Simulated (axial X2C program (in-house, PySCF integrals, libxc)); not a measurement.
**Low determinants of SrF at the PBE0 level, scalar-relativistic**

Computed with an axial X2C code built on PySCF integrals. Spin-free means the one-electron spin-free X2C Hamiltonian. Basis: Sr dyall-cv3z [13s12p8d5f1g], F dyall-av3z [7s6p3d2f] (cores contracted in-house); Gaussian nuclei, density fitting, unrestricted open shells. Masses: Sr 87.906 u, F 18.998 u.

Search at 2.069 Å (vertical energies from the lowest determinant):

```tsv
ΔE (eV)	state	electrons beyond evenly filled partner blocks	electrons in σ, π, δ, φ
0.00	M_S = 1/2, Λ = 0	σα	23 20 4 0
1.79	M_S = 1/2, Λ = 1	π+α	22 21 4 0
2.58	M_S = 1/2, Λ = 2	δ+α	22 20 5 0
7.07	M_S = 1/2, Λ = 1	π+α, π+β, π-α	24 19 4 0
8.48	M_S = 3/2, Λ = 2	σα, 2 × π+α, π+β, π-α	23 20 4 0
```

Lowest determinant, M_S = 1/2, Λ = 0 (beyond evenly filled blocks: σα): Re = 2.064 Å, ωe = 506.6 cm⁻¹.

The determinant in row 2 of the search, M_S = 1/2, Λ = 1 (beyond evenly filled blocks: π+α), was followed along the bond at PBE0; measured from the minimum of the lowest determinant it gives:

Te = 1.792 eV (14451 cm⁻¹), Re = 2.050 Å, ωe = 513.7 cm⁻¹.

Question: Compare the bond of the determinant in row 2 with that of the lowest one.

Answer: At PBE0 its Re is 0.014 Å shorter and its force constant, which goes as ωe², is 1.03 times that of the lowest determinant. T0 ≈ Te + Δωe/2 = 14451 + (4) = 14455 cm⁻¹.

The search compares states at one distance, so a state with another bond length can lie lower; it is not exhaustive and yields mostly the lowest determinant of each block pattern, so other components and higher states of one pattern are missing. These are energies of single determinants, not of spin-adapted states; PBE0 term energies can be off by some tenths of an eV, and the functional has no current term.
